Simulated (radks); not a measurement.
Removal energies from the platinum ion Pt7+, [Xe] 4f14 5d3, by Delta-SCF beside the eigenvalue of the level emptied. Calculated with a radial shooting solver on a logarithmic mesh with Libxc functionals: scalar-relativistic Kohn-Sham, PBEsol, spin-polarised, spherical densities, finite nucleus; Fermi nuclear charge, rms radius of each element as measured or else 0.836 A^(1/3) + 0.57 fm. Open shells are filled with parallel spins first.

removed from,final configuration,Delta-SCF (eV),-eigenvalue (eV)
5d,[Xe] 4f14 5d2,109.40,101.11
5p,[Kr] 4d10 4f14 5s2 5p5 5d3,165.00,155.49
4f,[Xe] 4f13 5d3,191.76,175.75
5s,[Kr] 4d10 4f14 5s1 5p6 5d3,214.19,203.73
